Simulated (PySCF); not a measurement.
Telling isomers of C₃H₁₁NOSi₃ apart by NMR

One conformer, fast rotation and ring inversion assumed for equivalent nuclei, relativity neglected, no solvent model. Coordinates at the GFN2-xTB level; GIAO PBE0/pcSseg-1 shieldings; PySCF 2.14.

References, each an isolated molecule treated in the same way: 1H (31.72 ppm) and 13C (186.93 ppm) vs TMS. Where no couplings were computed, multiplicities follow the n + 1 count of equivalent neighbours, and m marks all less simple cases (inequivalent or close neighbours, rings, F or P nearby). Shifts are as computed. Against solution values, carbons near 30 ppm lie about +3 ppm off and those near 130 ppm about +5 ppm. Of 1309 compounds with measured shifts, 239 miss one by over three times the rms of a fit or turn the order of signals round; such compounds aren't used in these exercises.

(1) Tabulate the signals of `C=N[Si]([SiH3])([SiH3])C(C)=O`, `N#CCCO[SiH]([SiH3])[SiH3]` and their relative energies.

(2) What is the quickest way to tell C=N[Si]([SiH3])([SiH3])C(C)=O from N#CCCO[SiH]([SiH3])[SiH3]?

## Answers

(1) 
```json
{"SMILES": "C=N[Si]([SiH3])([SiH3])C(C)=O", "carbon types": "1×C 1×CH2 1×CH3", "δC": "253.3, 172.2, 40.4", "δH": "8.64 (m, 1H), 8.64 (m, 1H), 3.47 (s, 6H), 2.77 (s, 3H)", "E rel. (kcal/mol)": "12.2"}
{"SMILES": "N#CCCO[SiH]([SiH3])[SiH3]", "carbon types": "1×C 2×CH2", "δC": "120.6, 67.7, 21.4", "δH": "5.92 (sept, 1H), 3.73 (t, 2H), 3.56 (d, 6H), 2.54 (t, 2H)", "E rel. (kcal/mol)": "0.0"}
```

Energies are electronic energies at PBE0/pcSseg-1 on these geometries, without zero-point or thermal terms, each for the one conformer computed, which needn't be the lowest.

(2) Both give the same number of carbon signals, but DEPT or the intensities differ. The first has a carbonyl carbon (C) at 253.3 ppm, the second a nitrile carbon (C) at 120.6 ppm. In the proton spectra the most deshielded non-exchanging signals are 8.64 (m, 1H) and 5.92 (sept, 1H).
